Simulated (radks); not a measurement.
Problem. All-electron atom: Cr II in [Ar] 3d4.5 4p0.5 (fractional occupations, a model configuration). Calculated with a radial shooting solver on a logarithmic mesh with Libxc functionals: scalar-relativistic Kohn-Sham, PBEsol, spin-polarised, spherical densities, finite nucleus; open shells are filled with parallel spins first; Fermi nuclear charge, rms radius 3.6452 fm. Some entries of the table are withheld. Estimate them.

orbital  occ.  eigenvalue (hartree)  <1/r> (bohr^-1)  <r> (bohr)
1s down     1             -216.2065            23.86     0.06360
1s up       1             -216.2062            23.86     0.06360
2s up       1             -24.84457            5.042      0.2936
2s down     1             -24.78442            5.051      0.2931
2p up       3             -20.94050            4.946      0.2603
2p down     3             -20.89435            4.954      0.2597
3s up       1              -3.11976              (1)      0.9016
3s down     1              -2.96273              (2)      0.9030
3p up       3                   (3)            1.429      0.9633
3p down     3                   (4)            1.423      0.9664
3d up     4.5                   (5)            1.041       1.308
3d down     0                   (6)            1.010       1.373
4p up     0.5              -0.26426           0.3525       3.661

Solution. 
(1) 3s up <1/r> (bohr^-1): 1.567
(2) 3s down <1/r> (bohr^-1): 1.563
(3) 3p up eigenvalue (hartree): -2.07350
(4) 3p down eigenvalue (hartree): -1.91771
(5) 3d up eigenvalue (hartree): -0.49517
(6) 3d down eigenvalue (hartree): -0.34803
